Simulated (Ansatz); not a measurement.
Steps of a relaxation of CH$_{3}$ClGeO, SMILES `O=[CH][GeH2][Cl]` with RKS PBE0-D4/def2-TZVP.

```sh
$ ansatz run in.yaml --threads 2 --pin off --events-out ev --progress --plain --max-ram 4352MiB
```

```yaml
crystal:
  periodic: [false, false, false]
  atoms:
    - {symbol: O, position_ang: [1.005557, -1.647594, 1.013421]}
    - {symbol: C, position_ang: [0.240609, -1.222957, 0.177006]}
    - {symbol: Ge, position_ang: [-0.038066, 0.773652, -0.009634]}
    - {symbol: Cl, position_ang: [-1.488265, 1.101725, -1.611850]}
    - {symbol: H, position_ang: [-0.338707, -1.904243, -0.521058]}
    - {symbol: H, position_ang: [-0.611940, 1.362682, 1.304528]}
    - {symbol: H, position_ang: [1.292111, 1.468735, -0.398113]}
basis:
  gaussian: {orbitals: def2-TZVP}
hamiltonian: {xc: pbe0, dispersion: d4}
relax: {f_tol: 0.005, max_steps: 150}
```

Positions (Å) and forces (eV/Å) along the path, 7 of 7 steps:

```xyz
7
step=1 energy=-72161.0844 eV
O     1.006   -1.648    1.013   -0.833    0.374   -0.916
C     0.241   -1.223    0.177    0.368   -0.409    0.390
Ge   -0.038    0.774   -0.010   -0.034    0.083   -0.033
Cl   -1.488    1.102   -1.612    0.332   -0.099    0.366
H    -0.339   -1.904   -0.521    0.376    0.285    0.444
H    -0.612    1.363    1.305    0.051   -0.108   -0.265
H     1.292    1.469   -0.398   -0.262   -0.125    0.015
7
step=2 energy=-72161.1159 eV
O     0.990   -1.645    0.996   -0.069   -0.055   -0.081
C     0.235   -1.214    0.171    0.016    0.016    0.015
Ge   -0.024    0.773    0.006   -0.067   -0.010   -0.075
Cl   -1.457    1.078   -1.578   -0.002   -0.010   -0.003
H    -0.336   -1.888   -0.516    0.092    0.108    0.112
H    -0.627    1.360    1.290    0.057   -0.022   -0.021
H     1.280    1.467   -0.415   -0.026   -0.027    0.053
7
step=3 energy=-72161.1183 eV
O     0.988   -1.650    0.994    0.029   -0.037    0.021
C     0.238   -1.208    0.173   -0.045    0.034   -0.021
Ge   -0.029    0.773    0.000   -0.004   -0.004   -0.013
Cl   -1.462    1.071   -1.584    0.008   -0.009    0.008
H    -0.335   -1.873   -0.512    0.009   -0.011   -0.001
H    -0.617    1.356    1.289   -0.008    0.011    0.011
H     1.278    1.463   -0.405    0.011    0.015   -0.006
7
step=4 energy=-72161.1180 eV rejected
O     0.990   -1.653    0.990   -0.023   -0.018    0.030
C     0.231   -1.208    0.178    0.081    0.023   -0.073
Ge   -0.029    0.774    0.002   -0.023   -0.004    0.024
Cl   -1.461    1.065   -1.584    0.002   -0.003    0.000
H    -0.332   -1.871   -0.516   -0.034   -0.010    0.021
H    -0.616    1.361    1.290   -0.006    0.015    0.003
H     1.278    1.464   -0.404    0.003   -0.002   -0.005
7
step=5 energy=-72161.1185 eV
O     0.988   -1.652    0.993    0.006   -0.021    0.009
C     0.236   -1.208    0.174   -0.005    0.019   -0.017
Ge   -0.028    0.774    0.001   -0.006   -0.004    0.002
Cl   -1.461    1.067   -1.584    0.003   -0.005    0.002
H    -0.335   -1.872   -0.514    0.000   -0.003    0.004
H    -0.617    1.359    1.289   -0.002    0.007    0.002
H     1.278    1.465   -0.405    0.003    0.007   -0.003
7
step=6 energy=-72161.1186 eV
O     0.987   -1.660    0.990    0.002   -0.008    0.002
C     0.237   -1.208    0.174   -0.007    0.008   -0.008
Ge   -0.026    0.775    0.004    0.005   -0.002    0.005
Cl   -1.459    1.056   -1.583   -0.002    0.000   -0.002
H    -0.338   -1.866   -0.516    0.005    0.000    0.006
H    -0.618    1.364    1.290    0.000    0.001   -0.003
H     1.278    1.470   -0.404   -0.003    0.000    0.000
7
step=7 energy=-72161.1186 eV
O     0.990   -1.662    0.987    0.001    0.000    0.001
C     0.237   -1.208    0.174   -0.001   -0.004   -0.002
Ge   -0.025    0.775    0.004    0.000    0.004    0.000
Cl   -1.457    1.055   -1.584    0.000   -0.001    0.000
H    -0.341   -1.866   -0.513    0.000    0.002    0.000
H    -0.619    1.365    1.289    0.000   -0.001    0.000
H     1.278    1.471   -0.403    0.000   -0.001    0.000
```

Run time 33 s (2 threads of an Arm Neoverse V2 on a shared host); peak host memory 0.4 GiB.
